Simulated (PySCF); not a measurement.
Correlation energy of Se²⁺ (selenium, charge +2)

[Ar] 3d10 4s1 4p3, high-spin 5S determinant (an excited configuration). Calculation: PySCF 2.14, in x2c-TZVPPall; the spin-free X2C one-electron Hamiltonian (Gaussian nucleus). Frozen: [Ne]; 22 electrons correlated.

```json
{"level": "CCSD", "correlation energy (mhartree)": "-195.67"}
{"level": "(T)", "correlation energy (mhartree)": "-3.89"}
{"level": "CCSD(T)", "correlation energy (mhartree)": "-199.56"}
```

Diagnostics: T1 = 0.0037, D1 = 0.0079, largest double amplitude 0.040.

Task: Is a single reference adequate?

Result: Yes, within this model without spin-orbit coupling: T1 lies below 0.03 and no double amplitude reaches 0.07.

This basis was not built for core-valence correlation, so the inner-shell part is incomplete.
